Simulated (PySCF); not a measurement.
**Multinuclear NMR of 1,3,5-trifluorobenzene**

Bonds (- single, = double, # triple, : aromatic): F1-C2 1.327 Å, C2:C3 1.390 Å, C3:C4 1.390 Å, C4-F5 1.327 Å, C4:C6 1.390 Å, C6:C7 1.390 Å, C7-F8 1.327 Å, C7:C9 1.390 Å, C9:C2 1.390 Å. C3 carries H10; C6 carries H11; C9 carries H12.

[PySCF: shieldings: GIAO KT3/pcSseg-2; J couplings at B3LYP/pcJ-1 (spin–dipole term only in couplings to heteroatoms); geometry: PBE0-D3(BJ)/def2-SVP; one computed conformer; no solvent model; rapidly exchanging positions averaged; relativity neglected]

**Question.** What are the 19F shifts?

**Answer.** 
```
   atoms    environment  σ (ppm)  δ (ppm)
F1/F5/F8  aryl fluorine    270.9    -98.6
```

Shieldings were converted by a linear fit to measured shifts: 19F: δ = 151.54 − 0.923σ (rms 8.9 ppm, 17 shifts vs CFCl3, solution or neat liquid). A few per cent of atoms miss by over 2 rms, more outside the fitted compound classes. Couplings are scaled by factors fitted to measured values: 1J(C,F) × 0.77 (rms 7.3 Hz), 2J(C,F) × 1.09 (rms 1.9 Hz, 5.0 with 1 outliers), 3J(C,F) × 1.48 (rms 1.3 Hz); all others are unscaled and can be 10–30 % off.

Couplings (the largest are listed; each averaged over equivalent pairs): 1J(F1,C2) = -246.7 Hz, 2J(F1,C3) = 24.6 Hz, 3J(F1,C4) = 15.8 Hz, 3J(F1,H10) = 9.6 Hz.

On a 400 MHz spectrometer 19F resonates near 376.4 MHz, so 1 ppm is 376.4 Hz.
